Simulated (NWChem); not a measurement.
# Si$_{2}$H$_{5}$Cl; SMILES [SiH3][SiH2]Cl

```xyz
8

Si     0.3680    -1.8436     0.0017
Si    -0.8315     0.1697     0.0026
Cl     0.5455     1.7291    -0.0036
H     -0.5782    -3.0022     0.0060
H      1.2245    -1.9107    -1.2200
H      1.2318    -1.9076     1.2185
H     -1.6866     0.3034     1.2183
H     -1.6939     0.3002    -1.2083
```
Atoms are numbered in this order, from 1.

Coordinates come from a PBE0/def2-SVP optimisation.

 Unshifted, non-relativistic core excitations; the lowest 4 roots alone, so stronger bands may lie above.

Task: List the first Cl K-edge excitations from BHandHLYP/6-311G** (spherical d), restricted-window TDA (NWChem).

Result: 
| state | energy (eV) | dipole oscillator strength | leading excitation (squared amplitude) |
|---|---|---|---|
| S1 | 2793.3 | 0.0037 | 1s of atom 3 or its equivalents → LUMO (0.80) |
| S2 | 2796.0 | 0.0009 | 1s of atom 3 or its equivalents → LUMO+2 (0.77) |
| S3 | 2796.0 | 0.0003 | 1s of atom 3 or its equivalents → LUMO+1 (0.84) |
| S4 | 2796.3 | 0.0012 | 1s of atom 3 or its equivalents → LUMO+3 (0.63) |
